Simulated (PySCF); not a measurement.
Cl$_{4}$Sb, charge +1, singlet, geometry from GFN2-xTB (all electrons, no relativity); BHANDHLYP/STO-3G (PySCF).

The PySCF input:
```python
from pyscf import gto, scf, dft

mol = gto.Mole()
mol.atom = '''
    Sb   -0.00000000   -0.00000000    0.00000000
    Cl    1.84740184   -0.63968342   -1.20239968
    Cl    0.62122222    0.48888872    2.15474458
    Cl   -0.93603228    1.85924544   -0.96690403
    Cl   -1.53259177   -1.70845074    0.01455913
'''
mol.basis = 'sto-3g'
mol.charge = 1
mol.verbose = 4
mol.build()

mf = dft.RKS(mol)
mf.xc = 'bhandhlyp'
mf.kernel()
```

It wrote (shortened):

```
PySCF version 2.14.0

[INPUT] verbose = 4
[INPUT] num. atoms = 5
[INPUT] num. electrons = 118
[INPUT] charge = 1
[INPUT] spin (= nelec alpha-beta = 2S) = 0
[INPUT] symmetry False subgroup None
[INPUT] Mole.unit = angstrom
[INPUT] Symbol           X                Y                Z      unit          X                Y                Z       unit  Magmom
[INPUT]  1 Sb     0.000000000000   0.000000000000   0.000000000000 AA    0.000000000000   0.000000000000   0.000000000000 Bohr   0.0
[INPUT]  2 Cl     1.847401840000  -0.639683420000  -1.202399680000 AA    3.491083519618  -1.208826470225  -2.272206087465 Bohr   0.0
[INPUT]  3 Cl     0.621222220000   0.488888720000   2.154744580000 AA    1.173939858294   0.923865786189   4.071877124591 Bohr   0.0
[INPUT]  4 Cl    -0.936032280000   1.859245440000  -0.966904030000 AA   -1.768844652952   3.513464679946  -1.827183805438 Bohr   0.0
[INPUT]  5 Cl    -1.532591770000  -1.708450740000   0.014559130000 AA   -2.896178706062  -3.228503995911   0.027512768312 Bohr   0.0

nuclear repulsion = 1044.40388162385
number of shells = 31
number of NR pGTOs = 189
number of NR cGTOs = 63
basis = sto-3g
ecp = {}

******** <class 'pyscf.dft.rks.RKS'> ********
method = RKS
initial guess = minao
damping factor = 0
level_shift factor = 0
DIIS = <class 'pyscf.scf.diis.CDIIS'>
diis_start_cycle = 1
diis_space = 8
diis_damp = 0
SCF conv_tol = 1e-09
SCF conv_tol_grad = None
SCF max_cycles = 50
direct_scf = True
direct_scf_tol = 1e-13
XC library pyscf.dft.libxc version 7.1.2
    S. Lehtola, C. Steigemann, M. J. T. Oliveira, and M. A. L. Marques,  SoftwareX 7, 1–5 (2018)
XC functionals = bhandhlyp
    A. D. Becke,  J. Chem. Phys. 98, 1372 (1993)
    Defined through Gaussian implementation.
radial grids:
    Treutler-Ahlrichs [JCP 102, 346 (1995); DOI:10.1063/1.469408] (M4) radial grids

becke partition: Becke, JCP 88, 2547 (1988); DOI:10.1063/1.454033
pruning grids: <function nwchem_prune>
grids dens level: 3
symmetrized grids: False
atomic radii adjust function: <function treutler_atomic_radii_adjust>
small_rho_cutoff = 0
Set gradient conv threshold to 3.16228e-05
Initial guess from minao.
tot grids = 97480
init E= -8055.61974795306
  HOMO = -0.670017462639457  LUMO = -0.41117905673367  gap/eV = 7.04335
cycle= 1 E= -8074.29443146864  delta_E= -18.7  |g|= 0.264  |ddm|= 3.31
  HOMO = -0.574654581600785  LUMO = -0.2684442159531  gap/eV = 8.33241
cycle= 2 E= -8074.31672562183  delta_E= -0.0223  |g|= 0.121  |ddm|= 0.896
  HOMO = -0.577547593236432  LUMO = -0.24573473539892  gap/eV = 9.02909
cycle= 3 E= -8074.32493589361  delta_E= -0.00821  |g|= 0.0191  |ddm|= 0.367
  HOMO = -0.576936785932793  LUMO = -0.247662357446795  gap/eV = 8.96001
cycle= 4 E= -8074.32516624604  delta_E= -0.00023  |g|= 0.00129  |ddm|= 0.054
  HOMO = -0.577054816840517  LUMO = -0.247419967845846  gap/eV = 8.96982
cycle= 5 E= -8074.3251689144  delta_E= -2.67e-06  |g|= 5.59e-05  |ddm|= 0.00922
  HOMO = -0.577057342223032  LUMO = -0.247424165676042  gap/eV = 8.96978
cycle= 6 E= -8074.32516891857  delta_E= -4.17e-09  |g|= 4.36e-06  |ddm|= 0.000358
  HOMO = -0.577057166944106  LUMO = -0.247423899110798  gap/eV = 8.96978
cycle= 7 E= -8074.32516891863  delta_E= -6.18e-11  |g|= 1.92e-07  |ddm|= 2.02e-05
  HOMO = -0.577057168711672  LUMO = -0.247423933307354  gap/eV = 8.96978
Extra cycle  E= -8074.32516891862  delta_E= 1.64e-11  |g|= 4.49e-08  |ddm|= 7.39e-07
converged SCF energy = -8074.32516891862
```
